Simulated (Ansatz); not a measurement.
A structure relaxed at r2SCAN-D4/def2-TZVP in Ansatz, charge 0, singlet:

Cartesian coordinates in Å:
```
K 0.747 -1.337 -0.936
K -0.748 1.337 0.936
H 0.575 -0.709 1.469
H -0.574 0.710 -1.469
```

Q: Give its formula and point group.

A: the cluster K2H2 (the lowest singlet isomer of a short search). Point group D2h (tolerance 0.1 Å).

Q: Summarise the bond lengths by kind (pairs closer than 1.2 times the sum of covalent radii, bridged metal pairs left out).

A: 4 × H–K 2.49 Å.

The structure comes from a short search, and lower isomers may exist.
